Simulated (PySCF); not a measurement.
CH₅GaO. Atoms are numbered in the order given.

```xyz
8

Ga     0.0502    -0.7785     0.0000
H     -1.0835    -1.8482     0.0000
H      1.6111    -0.9408     0.0000
O     -0.5682     0.9022     0.0000
C      0.2035     2.0743     0.0000
H      1.2958     1.8836     0.0000
H     -0.0276     2.6877     0.8908
H     -0.0276     2.6877    -0.8908
```
Charge 0, spin multiplicity 1.

Geometry optimised at B3LYP-D3(BJ)/def2-SVP.

These are TDDFT-M06-2X/def2-SVPD in PySCF values and carry that method's errors.

Vertical excitations. The molecule is in vacuum. State labels are in the subgroup Cs.

```json
[
 {"state": "S1", "symmetry": "A\"", "energy (eV)": "5.52", "λ (nm)": "224", "f": "0.002", "main pairs": "HOMO−1→LUMO 96 %"},
 {"state": "S2", "symmetry": "A'", "energy (eV)": "6.08", "λ (nm)": "204", "f": "0.070", "main pairs": "HOMO→LUMO 95 %"},
 {"state": "S3", "symmetry": "A\"", "energy (eV)": "6.21", "λ (nm)": "200", "f": "0.003", "main pairs": "HOMO−2→LUMO 96 %"},
 {"state": "S4", "symmetry": "A\"", "energy (eV)": "7.17", "λ (nm)": "173", "f": "0.007", "main pairs": "HOMO→LUMO+2 63 %, HOMO→LUMO+1 26 %"},
 {"state": "S5", "symmetry": "A'", "energy (eV)": "7.44", "λ (nm)": "167", "f": "0.042", "main pairs": "HOMO−1→LUMO+2 56 %, HOMO−1→LUMO+1 32 %"},
 {"state": "S6", "symmetry": "A\"", "energy (eV)": "7.89", "λ (nm)": "157", "f": "0.002", "main pairs": "HOMO→LUMO+1 51 %, HOMO→LUMO+3 24 %, HOMO→LUMO+2 11 %, HOMO→LUMO+4 8 %"},
 {"state": "S7", "symmetry": "A'", "energy (eV)": "8.00", "λ (nm)": "155", "f": "0.114", "main pairs": "HOMO−1→LUMO+1 52 %, HOMO−1→LUMO+2 25 %, HOMO−2→LUMO+2 12 %"},
 {"state": "S8", "symmetry": "A'", "energy (eV)": "8.23", "λ (nm)": "151", "f": "0.078", "main pairs": "HOMO−2→LUMO+2 40 %, HOMO−1→LUMO+3 28 %, HOMO−2→LUMO+1 18 %"},
 {"state": "S9", "symmetry": "A\"", "energy (eV)": "8.41", "λ (nm)": "147", "f": "0.000", "main pairs": "HOMO→LUMO+3 65 %, HOMO→LUMO+1 15 %, HOMO→LUMO+2 10 %"},
 {"state": "S10", "symmetry": "A'", "energy (eV)": "8.47", "λ (nm)": "146", "f": "0.027", "main pairs": "HOMO−2→LUMO+1 43 %, HOMO−1→LUMO+3 37 %, HOMO−1→LUMO+4 11 %"},
 {"state": "T1", "symmetry": "A\"", "energy (eV)": "5.25", "λ (nm)": "236", "f": "0", "main pairs": "HOMO−1→LUMO 86 %"},
 {"state": "T2", "symmetry": "A'", "energy (eV)": "5.26", "λ (nm)": "236", "f": "0", "main pairs": "HOMO→LUMO 94 %"},
 {"state": "T3", "symmetry": "A\"", "energy (eV)": "5.87", "λ (nm)": "211", "f": "0", "main pairs": "HOMO−2→LUMO 85 %"},
 {"state": "T4", "symmetry": "A\"", "energy (eV)": "6.85", "λ (nm)": "181", "f": "0", "main pairs": "HOMO→LUMO+2 68 %, HOMO→LUMO+1 13 %"}
]
```
Triplets are in the Tamm–Dancoff approximation, which puts them higher than full response would, so one can lie above its singlet here.
